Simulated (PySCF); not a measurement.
# [Eu(NH3)4]3+: from a saddle point downhill

PySCF 2.14.0, RKS PBE0, Eu lcecp-1-SVP with ECP52, N def2-SVP, H def2-SVP; non-relativistic Hamiltonian with scalar-relativistic core potentials where named; density fitting; no spin-orbit coupling. Relaxed within the symmetry of its start, the geometry (C2v) is

```xyz
17

Eu    0.0000    0.0000    0.0013
N     1.4309    1.4309    1.4251
H     1.3105    1.3105    2.4450
H     2.4499    1.3073    1.2998
H     1.3073    2.4499    1.2998
N    -1.4309   -1.4309    1.4251
H    -1.3105   -1.3105    2.4450
H    -2.4499   -1.3073    1.2998
H    -1.3073   -2.4499    1.2998
N     1.4284   -1.4284   -1.4308
H     2.0674   -2.0674   -0.9281
H     0.9235   -2.0657   -2.0696
H     2.0657   -0.9235   -2.0696
N    -1.4284    1.4284   -1.4308
H    -2.0674    2.0674   -0.9281
H    -0.9235    2.0657   -2.0696
H    -2.0657    0.9235   -2.0696
```

and its lowest harmonic modes are -69, -63, -49, -45, 62, 63 cm⁻¹ (negative: unstable). It was moved along the lowest mode and relaxed again, within the group D2 that the move left.

Q: Where does it end, and how much lower?

A: In C2, 0.000 eV lower, after 3 steps:
```xyz
17

Eu    0.0000    0.0000    0.0012
N     1.4377    1.4260    1.4255
H     1.4960    1.1509    2.4207
H     2.4318    1.4770    1.1448
H     1.1645    2.4219    1.4797
N    -1.4377   -1.4260    1.4255
H    -1.4960   -1.1509    2.4207
H    -2.4318   -1.4770    1.1448
H    -1.1645   -2.4219    1.4797
N     1.4247   -1.4321   -1.4310
H     2.1049   -2.0285   -0.9300
H     0.9195   -2.1111   -2.0252
H     2.0189   -0.9306   -2.1126
N    -1.4247    1.4321   -1.4310
H    -2.1049    2.0285   -0.9300
H    -0.9195    2.1111   -2.0252
H    -2.0189    0.9306   -2.1126
```

Q: How do the contacts change?

A: 
```tsv
contact	saddle (Å)	end (Å)
Eu1–N2 (NH3)	2.474	2.476
Eu1–N6 (NH3)	2.474	2.476
Eu1–N10 (NH3)	2.476	2.476
Eu1–N14 (NH3)	2.476	2.476
```


No frequency check is given for the end, and other unstable modes may remain.

An lcecp potential fixes the number of 4f electrons, so in runs with it no electron can move into or out of that shell.

State: singlet in the valence, with the 4f electrons in the core potential.
